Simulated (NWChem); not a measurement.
System: C4H4ClF; SMILES C=C/C(Cl)=C\F

The following NWChem deck was run.

```
start job
memory heap 200 mb stack 900 mb global 1100 mb
geometry units angstroms noautosym nocenter noautoz
  C     -1.965501     1.242325     0.000000
  C     -1.318390     0.070411     0.000000
  C      0.125146    -0.120263     0.000000
  Cl     1.179714     1.287069     0.000000
  C      0.723921    -1.319832     0.000000
  F     -0.003029    -2.451818     0.000000
  H     -3.050231     1.273712     0.000000
  H     -1.442085     2.192948     0.000000
  H     -1.880083    -0.860716     0.000000
  H      1.793556    -1.492020     0.000000
end
basis spherical
  * library 6-31g*
end
dft
  xc b3lyp
  iterations 150
end
property
  response 1 0.0773
end
task dft property
```

NWChem printed, in part:

```
             Northwest Computational Chemistry Package (NWChem) 7.3.0
             --------------------------------------------------------

                             Geometry "geometry" -> ""
                             -------------------------

 Output coordinates in angstroms (scale by  1.889725989 to convert to a.u.)

  No.       Tag          Charge          X              Y              Z
 ---- ---------------- ---------- -------------- -------------- --------------
    1 C                    6.0000    -1.96550100     1.24232500     0.00000000
    2 C                    6.0000    -1.31839000     0.07041100     0.00000000
    3 C                    6.0000     0.12514600    -0.12026300     0.00000000
    4 Cl                  17.0000     1.17971400     1.28706900     0.00000000
    5 C                    6.0000     0.72392100    -1.31983200     0.00000000
    6 F                    9.0000    -0.00302900    -2.45181800     0.00000000
    7 H                    1.0000    -3.05023100     1.27371200     0.00000000
    8 H                    1.0000    -1.44208500     2.19294800     0.00000000
    9 H                    1.0000    -1.88008300    -0.86071600     0.00000000
   10 H                    1.0000     1.79355600    -1.49202000     0.00000000

 Effective nuclear repulsion energy (a.u.)     264.3453168102

                              NWChem Property Module
                              ----------------------

                                 NWChem DFT Module
                                 -----------------

 Summary of "ao basis" -> "ao basis" (spherical)
 ------------------------------------------------------------------------------
       Tag                 Description            Shells   Functions and Types
 ---------------- ------------------------------  ------  ---------------------
 C                           6-31g*                  6       14   3s2p1d
 Cl                          6-31g*                  8       18   4s3p1d
 F                           6-31g*                  6       14   3s2p1d
 H                           6-31g*                  2        2   2s

            General Information
            -------------------
          SCF calculation type: DFT
          Wavefunction type:  closed shell.
          No. of atoms     :    10
          No. of electrons :    54
           Alpha electrons :    27
            Beta electrons :    27
          Charge           :     0
          Spin multiplicity:     1
          Use of symmetry is: off; symmetry adaption is: off
          Maximum number of iterations: 150
          AO basis - number of functions:    96
                     number of shells:    46
          Convergence on energy requested:  1.00D-06
          Convergence on density requested:  1.00D-05
          Convergence on gradient requested:  5.00D-04

              XC Information
              --------------
                         B3LYP Method XC Potential
                     Hartree-Fock (Exact) Exchange  0.200
                        Slater Exchange Functional  0.800 local
                    Becke 1988 Exchange Functional  0.720 non-local
              Lee-Yang-Parr Correlation Functional  0.810
                  VWN I RPA Correlation Functional  0.190 local

             Grid Information
             ----------------
          Grid used for XC integration:  medium
          Radial quadrature: Mura-Knowles
          Angular quadrature: Lebedev.
          Tag              B.-S. Rad. Rad. Pts. Rad. Cut. Ang. Pts.
          ---              ---------- --------- --------- ---------
          C                   0.70       49          11.0       434
          Cl                  1.00       88          11.0       590
          F                   0.50       49          12.0       434
          H                   0.35       45          12.0       434
          Grid pruning is: on
          Number of quadrature shells:   513
          Spatial weights used:  Erf1

      Superposition of Atomic Density Guess
      -------------------------------------

 Sum of atomic energies:        -711.45686149

      Non-variational initial energy
      ------------------------------

 Total energy =    -714.251394
 1-e energy   =   -1504.198559
 2-e energy   =     525.601848
 HOMO         =      -0.222873
 LUMO         =      -0.005300

   convergence    iter        energy       DeltaE   RMS-Dens  Diis-err
 ---------------- ----- ----------------- --------- --------- ---------
 d= 0,ls=0.0,diis     1   -714.7080773695 -9.79D+02  1.42D-02  8.32D-01
 d= 0,ls=0.0,diis     2   -714.6510147715  5.71D-02  1.03D-02  1.32D+00
 d= 0,ls=0.0,diis     3   -714.7959352561 -1.45D-01  2.75D-03  9.13D-02
 d= 0,ls=0.0,diis     4   -714.8046522597 -8.72D-03  1.06D-03  2.01D-02
 d= 0,ls=0.0,diis     5   -714.8072296320 -2.58D-03  2.88D-04  1.19D-03
  Resetting Diis
 d= 0,ls=0.0,diis     6   -714.8073463684 -1.17D-04  1.09D-04  9.07D-05
 d= 0,ls=0.0,diis     7   -714.8073563901 -1.00D-05  7.51D-05  1.02D-05
 d= 0,ls=0.0,diis     8   -714.8073533970  2.99D-06  4.79D-05  3.36D-05
 d= 0,ls=0.0,diis     9   -714.8073577736 -4.38D-06  5.35D-06  3.73D-07
 d= 0,ls=0.0,diis    10   -714.8073578213 -4.77D-08  8.77D-07  1.26D-08

         Total DFT energy =     -714.807357821312
      One electron energy =    -1507.411825119824
           Coulomb energy =      590.175394255486
    Exchange-Corr. energy =      -61.916243767220
 Nuclear repulsion energy =      264.345316810246

 Numeric. integr. density =       54.000013180651

                       DFT Final Molecular Orbital Analysis
                       ------------------------------------

 Vector   25  Occ=2.000000D+00  E=-3.231268D-01
              MO Center=  1.0D+00,  1.1D+00, -5.0D-11, r^2= 1.7D+00
   Bfn.  Coefficient  Atom+Function         Bfn.  Coefficient  Atom+Function
  ----- ------------  ---------------      ----- ------------  ---------------
    49      0.579089   4 Cl px               50     -0.414996   4 Cl py
    53      0.304132   4 Cl px               45     -0.225353   4 Cl px
    54     -0.225788   4 Cl py               46      0.161608   4 Cl py
    20      0.143128   2 C  s                17      0.130852   2 C  px
    66     -0.125936   5 C  s                31     -0.097191   3 C  px

 Vector   26  Occ=2.000000D+00  E=-2.991892D-01
              MO Center= -2.7D-01,  7.3D-01,  1.3D-10, r^2= 3.4D+00
   Bfn.  Coefficient  Atom+Function         Bfn.  Coefficient  Atom+Function
  ----- ------------  ---------------      ----- ------------  ---------------
    51      0.493583   4 Cl pz               19     -0.319207   2 C  pz
    55      0.273284   4 Cl pz                5     -0.254287   1 C  pz
    23     -0.212725   2 C  pz               47     -0.190851   4 Cl pz
     9     -0.164668   1 C  pz               33     -0.148271   3 C  pz
    79      0.092190   6 F  pz               65     -0.088996   5 C  pz

 Vector   27  Occ=2.000000D+00  E=-2.358383D-01
              MO Center= -3.0D-01, -1.3D-01,  5.6D-10, r^2= 3.9D+00
   Bfn.  Coefficient  Atom+Function         Bfn.  Coefficient  Atom+Function
  ----- ------------  ---------------      ----- ------------  ---------------
    65      0.349330   5 C  pz                5     -0.295550   1 C  pz
    33      0.274238   3 C  pz               51     -0.240202   4 Cl pz
     9     -0.235775   1 C  pz               69      0.231121   5 C  pz
    79     -0.219226   6 F  pz               37      0.200300   3 C  pz
    19     -0.188604   2 C  pz               83     -0.180118   6 F  pz

 Vector   28  Occ=0.000000D+00  E=-3.880434D-02
              MO Center= -5.7D-01, -8.1D-02, -4.3D-10, r^2= 4.0D+00
   Bfn.  Coefficient  Atom+Function         Bfn.  Coefficient  Atom+Function
  ----- ------------  ---------------      ----- ------------  ---------------
     9      0.435582   1 C  pz               69      0.418037   5 C  pz
    65      0.398628   5 C  pz                5      0.348100   1 C  pz
    23     -0.294795   2 C  pz               37     -0.287442   3 C  pz
    33     -0.254076   3 C  pz               19     -0.239201   2 C  pz
    79     -0.153180   6 F  pz               83     -0.150897   6 F  pz

 Vector   29  Occ=0.000000D+00  E= 1.923212D-02
              MO Center=  7.2D-01,  5.0D-01, -1.9D-10, r^2= 3.1D+00
   Bfn.  Coefficient  Atom+Function         Bfn.  Coefficient  Atom+Function
  ----- ------------  ---------------      ----- ------------  ---------------
    34      0.813204   3 C  s                54      0.679038   4 Cl py
    52     -0.603093   4 Cl s                36      0.574205   3 C  py
    53      0.508065   4 Cl px               35      0.368704   3 C  px
    50      0.360395   4 Cl py               32      0.344260   3 C  py
    49      0.268781   4 Cl px               31      0.252304   3 C  px

 Vector   30  Occ=0.000000D+00  E= 7.320540D-02
              MO Center= -6.1D-01,  2.1D-02,  2.6D-09, r^2= 3.3D+00
   Bfn.  Coefficient  Atom+Function         Bfn.  Coefficient  Atom+Function
  ----- ------------  ---------------      ----- ------------  ---------------
    23      0.652862   2 C  pz               37     -0.632950   3 C  pz
     9     -0.463733   1 C  pz               69      0.431355   5 C  pz
    33     -0.410047   3 C  pz               19      0.394648   2 C  pz
    65      0.251377   5 C  pz                5     -0.234919   1 C  pz
    55      0.154088   4 Cl pz               51      0.122567   4 Cl pz

     Multipole analysis of the density
     ---------------------------------

     L   x y z        total         alpha         beta         nuclear
     -   - - -        -----         -----         ----         -------
     0   0 0 0     -0.000000    -27.000000    -27.000000     54.000000

     1   1 0 0     -0.124482     -0.856011     -0.856011      1.587540
     1   0 1 0     -0.103367     -0.206245     -0.206245      0.309123
     1   0 0 1     -0.000000     -0.000000     -0.000000      0.000000

     2   2 0 0    -27.389365   -154.110538   -154.110538    280.831712
     2   1 1 0     -1.946237      4.842181      4.842181    -11.630600
     2   1 0 1      0.000000      0.000000      0.000000      0.000000
     2   0 2 0    -30.692239   -214.416542   -214.416542    398.140844
     2   0 1 1     -0.000000     -0.000000     -0.000000      0.000000
     2   0 0 2    -31.904275    -15.952137    -15.952137      0.000000

 *** CALLING NEW AORESP DRIVER FOR CLOSED AND OPEN SHELLS ***
 Entering AOResponse driver routine

--------------------------------------------------------------------------------

          -----------------------------------------------
          Solving response equations for perturbing field
          -----------------------------------------------

 number of frequencies:     1
 frequency in a.u.:  0.7730000E-01
 Perturbing field: electric
 Using El. Dipole Length Gauge

 Setting up CPKS with frequency omega =      0.07730000 a.u.

                            NWChem Dynamic CPHF Module
                            --------------------------

    scftype = RHF
    nclosed =   27
      nopen =    0
  variables =     3726
  num. vecs =        3
  tolerance =   1.0D-04
  max. iter =   50

 SCF residual:    4.3141224203923113E-005

Iterative solution of linear equations
  No. of variables     3726
  No. of equations        3
  Maximum subspace       30
       Convergence  1.0D-04

   iter   nsub   residual    time
   ----  ------  --------  ---------
     1      3    1.23D+01      44.1
     2      6    3.19D+00      57.6
     3      9    5.58D-01      71.4
     4     12    1.31D-01      85.3
     5     15    3.70D-02      99.1
     6     18    1.49D-02     113.0
     7     21    1.87D-03     123.4
     8     24    5.86D-04     131.5
     9     27    5.07D-05     141.8

 Electric Dipole Response Matrix (nonzero elements):

              1        2        3
    1   68.7002 -14.9770   0.0000
    2  -14.9770  78.0133  -0.0000
    3    0.0000  -0.0000  21.5364

 ------------------------------------------
 average:        56.08328 + I       0.00000

 DFT Linear Response polarizability / au
 Frequency  =       0.0773000 / au
 Wavelength =     589.4353558 / nm
              X              Y              Z
 -----------------------------------------------
 X      68.7001661    -14.9769608      0.0000000
 Y     -14.9769995     78.0132837     -0.0000000
 Z       0.0000000     -0.0000000     21.5363837
 -----------------------------------------------
 Eigenvalues =      57.6725643     89.0408855     21.5363837
 Isotropic   =      56.0832778
 Anisotropic =      58.5091997
 -----------------------------------------------

 Magnetic Dipole Response Matrix (nonzero elements):

 Exiting AOResponse driver routine
```

Level: B3LYP/6-31G* (spherical d). Geometry: optimised at B3LYP/6-31G* (spherical d).
